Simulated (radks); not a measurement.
Problem. These are the eigenvalues of the occupied orbitals of an atom or ion with whole-number occupations (eV). Method: scalar-relativistic Kohn-Sham, exchange-only LDA, spin-polarised, spherical densities, finite nucleus; Fermi nuclear charge, rms radius of each element as measured or else 0.836 A^(1/3) + 0.57 fm; computed with a radial shooting solver on a logarithmic mesh with Libxc functionals.

| orbital | eigenvalue |
|---|---|
| 1s up | -846.6184 |
| 1s down | -845.4825 |
| 2s up | -54.6176 |
| 2s down | -52.3705 |
| 2p up | -31.8131 |
| 2p down | -29.5226 |

Which element is it, and in what charge state? The configuration may be excited. Open shells, if any, are filled with parallel spins first.

Solution. Z = 10, neon, charge +1: Ne+ in [He] 2s2 2p5. The list shows which subshells hold electrons but not how many an open one holds; the 1s level, -31.113 hartree, gives Z - s = 7.9 by -(Z - s)^2/2, which with screening and relativity narrows Z to a few neighbours, and the depths of the outer levels then fix element, charge and occupations together.
